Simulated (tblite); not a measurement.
Isomers of C6H14O2Si. Method: GFN2-xTB as coded in tblite; computed harmonic values from a numerical Hessian at the method's own geometry, unscaled. Against measured fundamentals such values can be off by several per cent, at times by over 20. Modes of hydrogen on silicon can be 10 to 20 % off. One conformer each.

Electronic energies: GFN2-xTB at the same geometries; isomer energies are rough at this level and their order can be wrong.

| SMILES | electronic energy, lowest = 0 (kJ/mol) |
| --- | --- |
| C[C@@H]1CCC[C@@H]1[SiH](O)O | 0.0 |
| C[Si@H](OC=O)C(C)(C)C | 173.1 |
| CO[C@@H]1C[C@@H]([C@@H](C)O)[SiH2]1 | 389.8 |
| COC[C@@H]1OCCC[SiH2]1 | 330.9 |

Task: How do GFN2-xTB zero-point energies change the relative energies?

Result: 
| SMILES | ZPE (kJ/mol) | of it from modes above 1550 cm⁻¹ | electronic (kJ/mol) | with ZPE, lowest = 0 (kJ/mol) | lowest mode (cm⁻¹) | rings |
| --- | --- | --- | --- | --- | --- | --- |
| C[C@@H]1CCC[C@@H]1[SiH](O)O | 507.7 | 253.9 | 0.0 | 0.0 | 33 | 1 |
| C[Si@H](OC=O)C(C)(C)C | 496.6 | 258.3 | 173.1 | 162.0 | 36 | 0 |
| COC[C@@H]1OCCC[SiH2]1 | 499.3 | 238.0 | 330.9 | 322.4 | 67 | 1 |
| CO[C@@H]1C[C@@H]([C@@H](C)O)[SiH2]1 | 493.5 | 243.4 | 389.8 | 375.5 | 22 | 1 |

The zero-point energies span 14.2 kJ/mol, from `CO[C@@H]1C[C@@H]([C@@H](C)O)[SiH2]1` to `C[C@@H]1CCC[C@@H]1[SiH](O)O`. The order is unchanged.

Task: What do entropy and thermal enthalpy add at 298.15 K and 1 bar (rigid rotor, harmonic oscillator, one conformer each)?

Result: 
| SMILES | point group | symmetry number | S (J/(mol K)) | H − H(0) (kJ/mol) | ZPE + H − H(0) − TS (kJ/mol) |
| --- | --- | --- | --- | --- | --- |
| C[C@@H]1CCC[C@@H]1[SiH](O)O | C1 | 1 | 436.7 | 32.39 | 409.9 |
| C[Si@H](OC=O)C(C)(C)C | C1 | 1 | 470.7 | 36.84 | 393.1 |
| COC[C@@H]1OCCC[SiH2]1 | C1 | 1 | 418.4 | 30.50 | 405.0 |

Not tabulated: `CO[C@@H]1C[C@@H]([C@@H](C)O)[SiH2]1` (lowest mode only 22 cm⁻¹).
